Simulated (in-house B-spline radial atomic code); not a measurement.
Values are calculated unless marked as measured or tabulated.
**Mo in an electron gas of r_s = 2: phase shifts, screening, friction and resistivity**

A nucleus sits in a uniform electron gas with a rigid positive background. The Kohn-Sham equations are solved self-consistently in the spin-unpolarised LDA (PW92), non-relativistic, on B-splines with outgoing waves at the boundary and partial waves to l = 8. The model has no lattice, no bands and no magnetic solution. Atomic units; δ_l are the phase shifts at the Fermi level, counted so that each bound state adds π, and good to about 0.0005.

The density parameter is r_s = 2 bohr, near that of the valence electrons of Si (4 per atom, density 2.33 g/cm³, mass 28.09 u, which gives r_s = 2.01).

```
l  δ_l (rad)
0    11.7075
1     9.1403
2     5.2564
3     0.0593
4     0.0119
5     0.0020
6     0.0002
7    -0.0003
8    -0.0003
```

Bound levels below the band bottom (hartree): s -16.03, p -13.07, d -7.606, s -1.642, p -0.8125 and deeper ones.

(1) Check the Friedel sum rule, and say where the screening charge sits.

(2) Find the transport cross section and the electronic stopping of a 5 keV Mo ion (mass 95.95 u).

(3) What residual resistivity would 1 atomic per cent of such centres give in a metal of this density?

(4) On a substitutional site the background of one host ion, a sphere holding 4 charges, is taken out. The phase shifts for l = 0 to 4 become 11.2904, 8.7671, 4.5634, -0.0672, -0.0203. What follows?

Results:

(1) k_F = (9π/4)^(1/3)/r_s = 0.95958. The rule is Z = (2/π) Σ (2l + 1) δ_l. The terms are s 7.453, p 17.457, d 16.732, f 0.264 and 0.078 beyond, in all 41.984 against Z = 42. Bound states hold 8 s, 18 p, 10 d electrons, so the scattering states carry 5.98 in all; where a term is smaller than its bound count, the bound level has drawn weight out of the band.

(2) σ_tr = (4π/k_F²) Σ (l + 1) sin²(δ_l − δ_(l+1)). The terms for l = 0 to 3 are 0.2952, 0.9139, 2.3487, 0.0090, all together 3.5673, so σ_tr = 13.647 × 3.5673 = 48.684 bohr². With n = 3/(4π r_s³) = 0.02984, the friction coefficient is Q = n k_F σ_tr = 1.3941. For v well below v_F = 0.960, dE/dx = Q v; with 24801 eV per u at v = 1, v = √(5000/(24801 × 95.95)) = 0.0458, so dE/dx = 0.06390 hartree/bohr = 32.9 eV/nm. The largest term couples the d and f waves.

(3) Δρ = k_F n_i σ_tr/n in atomic units of 21.74 μΩ·cm. With one host atom per 4 electrons, n_i/n = 0.01/4, so Δρ = 0.9596 × 0.00250 × 48.684 × 21.74 = 2.54 μΩ·cm. This is an atom added to the gas, as on an interstitial site.

(4) The Friedel sum is now 37.99, for Z − 4 = 38. The sum in σ_tr is 4.8516, so σ_tr = 66.21 bohr² and Δρ = 3.45 μΩ·cm per atomic per cent, 1.36 times the value above. A real host ion scatters too, so this model doesn't give zero even for the host's own atom.
